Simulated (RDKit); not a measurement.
Input for RDKit: MMFF94 on CH4O (SMILES CO).

```python
from rdkit import Chem
from rdkit.Chem import AllChem, rdDetermineBonds

blocks = [
'''6

C     0.73665814    0.27660955    0.26199625
O     0.50165710   -0.91355932    0.98111675
H    -0.19378940    0.76657654   -0.05503265
H     1.30308861    0.02065086   -0.63455461
H     1.32656423    1.00478854    0.83584063
H     0.00761938   -0.68724467    1.79612594
''',
]
mol = None
for b in blocks:
    f = Chem.MolFromXYZBlock(b)
    rdDetermineBonds.DetermineBonds(f, charge=0)
    mol = f if mol is None else Chem.CombineMols(mol, f)
Chem.SanitizeMol(mol)
print(Chem.MolToSmiles(Chem.RemoveHs(mol)))
ff = AllChem.MMFFGetMoleculeForceField(mol, AllChem.MMFFGetMoleculeProperties(mol), nonBondedThresh=100.0, ignoreInterfragInteractions=False)
e = ff.CalcEnergy()
print(f'MMFF94 energy {e:.6f} kcal/mol')
```

The log:

```
CO
MMFF94 energy 1.128730 kcal/mol
```

The run finished.

Cost: roughly 0.04 core-seconds.
